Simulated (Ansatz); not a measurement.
```yaml
crystal:
  periodic: [false, false, false]
  atoms:
    - {symbol: C, position_ang: [-0.286883, 1.426664, -0.369417]}
    - {symbol: Si, position_ang: [0.369331, -0.434553, -0.637963]}
    - {symbol: S, position_ang: [1.379453, -1.028386, 0.853462]}
    - {symbol: S, position_ang: [-0.018068, -1.202963, 2.103531]}
    - {symbol: H, position_ang: [0.461717, 1.967399, -0.182168]}
    - {symbol: H, position_ang: [-1.112864, 1.667657, -1.474664]}
    - {symbol: H, position_ang: [-0.881354, 1.534325, 0.495431]}
    - {symbol: H, position_ang: [-0.692166, -1.239598, -0.773951]}
    - {symbol: H, position_ang: [1.248718, -0.306994, -1.761753]}
    - {symbol: H, position_ang: [-0.586729, -2.268738, 2.130919]}
basis:
  gaussian: {orbitals: cc-pVTZ-DK}
total_charge: -2
hamiltonian: {xc: {name: CAM-B3LYP}, dispersion: d4}
```

```sh
$ ansatz run in.yaml --threads 2 --pin off --events-out ev --progress --plain --max-ram 4352MiB
```

Output, abridged:

```
Functional definition: CAM-B3LYP
1382 factors; their error is unknown
318 factors; integrals over basis functions are off by at most 1.4e-5 eV
mean field evaluation 1: about -30736.4533 eV, gradient 5.9e1 eV
mean field evaluation 2: about -30651.7924 eV, gradient 1.5e2 eV
mean field evaluation 4: about -30749.2265 eV, gradient 1.6e1 eV
mean field evaluation 8: about -30750.2748 eV, gradient 7.4e-1 eV
mean field evaluation 16: about -30750.3030 eV, gradient 3.0e-2 eV
mean field evaluation 32: about -30750.3032 eV, gradient 6.5e-6 eV
mean field -30750.30317448 eV, -1130.0527983579 hartree, gradient 6.5e-6 eV, S^2 0.000000; 2 other end points of the search recorded, 0 dependent functions left out
reference -30750.30330700 eV, -1130.0528032280 hartree; 30, 30 occupied and 186, 186 virtual orbitals, 1382 factors
Total energy: -30750.63931231 eV, -1130.0651511953 hartree
Relativity: scalar
```

Question: What is wrong with this run?

Answer: The charge is far from anything that the molecule holds. The calculation finished and met its thresholds. The result belongs to that input, not to the molecule as meant.
